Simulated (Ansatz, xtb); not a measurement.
# A geometry optimisation of CHClMgTe with r2SCAN-D4/def2-SVP

The starting geometry of this gas-phase triplet was built from a drawn formula by distance geometry and a force field; its bonds are those of `Cl[C][Mg][TeH]`.

```yaml
atoms:
  - { symbol: C, position_ang: [-1.0031, 3.7803, 3.0471] }
  - { symbol: Cl, position_ang: [-2.6504, 3.3109, 3.4901] }
  - { symbol: Mg, position_ang: [0.0229, 2.0475, 2.2602] }
  - { symbol: Te, position_ang: [1.3072, -0.1819, 1.2263] }
  - { symbol: H, position_ang: [-0.1159, -1.1437, 1.4334] }
```

**Question.** Predict what becomes of its bonds when it is optimised with r2SCAN-D4/def2-SVP.

**Answer.** It keeps its bonds, and is `Cl[C][Mg][TeH]`.

The energy falls by 0.41 eV over 9 steps:

| step | E − E(last) (eV) |
| --- | --- |
| 1 | 0.410 |
| 2 | 0.347 |
| 3 | 0.187 |
| 4 | 0.100 |
| 5 | 0.026 |
| 6 | 0.004 |
| 7 | 0.000 |
| 8 | 0.000 |
| 9 | 0.000 |

Final geometry (Å):

```xyz
5

C    -1.4286    3.0872    3.0157
Cl   -2.4788    4.2082    3.6680
Mg   -0.1922    1.7194    2.2366
Te    1.4571   -0.0521    1.2114
H     0.2032   -1.1495    1.3254
```

From the same start GFN2-xTB ends elsewhere, differing in Cl2–Mg3 (2.81 against 3.67 Å here).

No frequencies were run, so the end isn't proven a minimum. Open shells are spin-unrestricted. The triplet needn't be the ground state. Atoms past krypton carry core potentials, without spin–orbit terms. Run with Ansatz 0.2.0, 43 s on 2 threads of Intel(R) Xeon(R) Processor @ 2.70GHz, on a shared host.
